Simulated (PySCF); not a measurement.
C4H2BrCl, SMILES Cl/C=C(\C#C)Br. Atoms are numbered in the order given.

```xyz
8

C      2.6589     0.7465     0.0000
C      1.4834     0.4621     0.0000
C      0.0988     0.1081     0.0000
Br    -0.2904    -1.7419     0.0000
C     -0.9191     0.9805     0.0000
Cl    -0.6771     2.6779     0.0000
H      3.7036     1.0060     0.0000
H     -1.9611     0.6550     0.0000
```
Charge 0, spin multiplicity 1.

The structure is a stationary point at ωB97X-D3(BJ)/def2-SVP. The structure was generated by enumeration; whether it is a known compound was not checked.

Calculation: PBE/pcSseg-1 run with PySCF.

GIAO shieldings, no solvent; atoms alike by connectivity are averaged. δ = σ(ref) − σ: ¹³C against TMS (σ = 182.0 ppm); ³⁵Cl against HCl (σ = 936.5 ppm); ¹H against TMS (σ = 31.49 ppm), references at their B3LYP-D3(BJ)/def2-TZVP geometries, non-relativistic (without spin–orbit terms, shifts of atoms bonded to Cl or Br come out too high).

Computed chemical shifts:
```csv
nucleus,atoms,count,δ (ppm)
¹³C,C5,1,140.0
¹³C,C3,1,122.6
¹³C,C1,1,97.4
¹³C,C2,1,84.4
³⁵Cl,Cl6,1,295.7
¹H,H8,1,6.76
¹H,H7,1,3.93
```
